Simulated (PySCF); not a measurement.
H$_{2}$OSZn (SMILES [OH][Zn][SH]), singlet, geometry from GFN2-xTB (such geometries of metal compounds can be far from the true shape). Base run: PySCF with PBE/6-31G.

Input for PySCF:
```python
from pyscf import gto, scf, dft, solvent

mol = gto.Mole()
mol.atom = '''
    Zn    0.272332   -0.331488    0.202186
    O     1.348259   -1.282831   -0.747250
    H     1.939243   -1.972279   -0.454418
    S    -1.207238    1.296560   -0.052590
    H    -1.579473    1.434602    1.208279
'''
mol.basis = '6-31g'
mol.charge = 0
mol.spin = 0
mol.verbose = 4
mol.build()

mf = dft.RKS(mol)
mf.xc = 'pbe'
mf.kernel()
```

Variants of this job, named by their change:

| change | ΔE vs base (kcal/mol) | dipole (D) | HOMO-LUMO gap (eV) |
|---|---|---|---|
| base | 0.000 | 4.14 | 3.16 |
| model = COSMO; solvent = dichloromethane | -16.58 | 5.85 | 3.98 |
| model = IEF-PCM; solvent = dichloromethane | -16.58 | 5.85 | 3.98 |
| model = IEF-PCM; solvent = dichloromethane; vdw_scale = 1.0 | -39.04 | 6.74 | 4.39 |
| model = ddCOSMO; solvent = dichloromethane | ___ | ___ | ___ |
| model = IEF-PCM; solvent = dichloromethane; lebedev_order = 41 | -16.62 | 5.85 | 3.98 |
| model = IEF-PCM; solvent = dichloromethane; r_probe = 0.5 | -5.54 | 5.02 | 3.59 |
| model = IEF-PCM; solvent = dichloromethane; vdw_scale = 1.1 | -24.97 | 6.26 | 4.17 |
| model = SS(V)PE; solvent = dichloromethane | ___ | ___ | ___ |
| model = C-PCM; solvent = dichloromethane | -17.77 | 5.98 | 4.04 |
| model = IEF-PCM; solvent = chloroform | ___ | ___ | ___ |
| model = IEF-PCM; solvent = dichloromethane; vdw_scale = 1.4 | -8.21 | 5.27 | 3.70 |

What belongs in the gaps?


- model = ddCOSMO; solvent = dichloromethane, ΔE vs base (kcal/mol): -19.12
- model = ddCOSMO; solvent = dichloromethane, dipole (D): 6.03
- model = ddCOSMO; solvent = dichloromethane, HOMO-LUMO gap (eV): 4.10
- model = SS(V)PE; solvent = dichloromethane, ΔE vs base (kcal/mol): -16.41
- model = SS(V)PE; solvent = dichloromethane, dipole (D): 5.83
- model = SS(V)PE; solvent = dichloromethane, HOMO-LUMO gap (eV): 3.97
- model = IEF-PCM; solvent = chloroform, ΔE vs base (kcal/mol): -13.50
- model = IEF-PCM; solvent = chloroform, dipole (D): 5.53
- model = IEF-PCM; solvent = chloroform, HOMO-LUMO gap (eV): 3.82

The base is the gas phase, so ΔE is the electrostatic part of solvation at a fixed geometry, without cavity and dispersion terms.
